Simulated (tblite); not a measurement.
Species: C4H9F2NSi.
Structure used (GFN2-xTB), in Å, numbered top down from 1:
```
atom  x, y, z in Å
F1    -2.430    1.824   -1.398
C2    -1.667    0.909   -0.748
F3    -2.529    0.237    0.074
C4    -1.026   -0.017   -1.736
C5     0.039   -0.778   -1.532
C6     0.887   -0.918   -0.303
N7     0.357   -0.300    0.884
Si8    1.331    0.396    2.119
H9    -0.957    1.449   -0.106
H10   -1.539   -0.048   -2.687
H11    0.376   -1.401   -2.351
H12    1.071   -1.995   -0.153
H13    1.860   -0.463   -0.515
H14   -0.525   -0.711    1.152
H15    2.139   -0.559    2.893
H16    0.373    1.076    2.983
H17    2.235    1.310    1.415
```

Calculated harmonic vibrations of the isolated species, GFN2-xTB (tblite), most abundant isotopes, no scaling. This tight-binding method is rough: wavenumbers can miss measured ones by several per cent, in bad cases by 10 to 20. Modes of hydrogen on silicon can be 10 to 20 % off. One conformer, not necessarily the lowest.

Harmonic wavenumbers (cm⁻¹): 48.4, 49.3, 62.8, 113.2, 167.5, 224.1, 253.5, 307.2, 396.5, 457.7, 536.5, 557.8, 583.0, 603.9, 679.6, 740.8, 747.5, 808.8, 823.3, 863.3, 926.6, 944.4, 962.7, 988.3, 1031.0, 1084.0, 1170.3, 1180.5, 1225.5, 1252.9, 1261.0, 1326.4, 1353.3, 1375.9, 1452.8, 1726.0, 2183.7, 2243.3, 2299.6, 2823.8, 2916.6, 2931.7, 3052.0, 3083.7, 3448.6.

A = 2551, B = 918.5, C = 764.1 MHz; mass 137.047 u (most abundant isotopes); point group C1, symmetry number 1.

Zero-point energy?

½Σν̃ = 26635 cm⁻¹ = 318.62 kJ/mol.

Give the ideal-gas entropy at 298.15 K and 1 bar in the rigid-rotor, harmonic-oscillator model (classical rotation).

Translation 170.22, rotation 123.74, vibration 128.99: S = 423.0 J/(mol K).

And Cp and H(298.15 K) − H(0)?

Cp = 159.53 J/(mol K), of which vibrations give 126.27 (their classical limit is 45 R = 374.2); H(298.15 K) − H(0) = 29.28 kJ/mol without the zero-point energy, 19.37 from vibrations.

How do the functions run with temperature in this model?

```csv
T (K),S (J/(mol K)),Cp (J/(mol K)),H − H(0) (kJ/mol),G − H(0) (kJ/mol),ln q(vib)
100,301.2,79.9,5.78,-24.34,2.28
200,368.0,118.3,15.64,-57.96,5.10
300,423.9,160.3,29.58,-97.60,7.75
500,523.2,230.0,69.05,-192.57,12.90
800,646.5,293.1,148.45,-368.73,20.13
1000,714.9,319.5,209.86,-505.02,24.54
```

q(vib) and H(0) count from the zero-point level.

Blend soft modes into free rotors: weight 1/[1 + (100 cm⁻¹/ν̃)⁴] for the oscillator and the rest for a rotor with moment μB/(μ + B), μ = h/(8π²ν), B = 10⁻⁴⁴ kg m². What vibrational entropy results?

114.19 J/(mol K) in place of 128.99, which changes −T·S at 298.15 K by +4.41 kJ/mol.

Which modes carry the vibrational entropy at 298.15 K?

48.4 cm⁻¹: 20.43; 49.3 cm⁻¹: 20.27; 62.8 cm⁻¹: 18.27; 113.2 cm⁻¹: 13.44; 167.5 cm⁻¹: 10.31; 224.1 cm⁻¹: 8.06 J/(mol K); the other 39 give 38.21 together.

What must be added to the electronic energy to get the Gibbs energy at 298.15 K and 1 bar?

ZPE + [H(298.15 K) − H(0)] − T·S = 318.62 + 29.28 − 126.10 = 221.80 kJ/mol.

Hindered rotation and anharmonicity are outside this model. Other conformers, if any are populated, would add a mixing term that is left out. The structure is chiral; the term R ln 2 for an equal mix with its mirror image is left out.
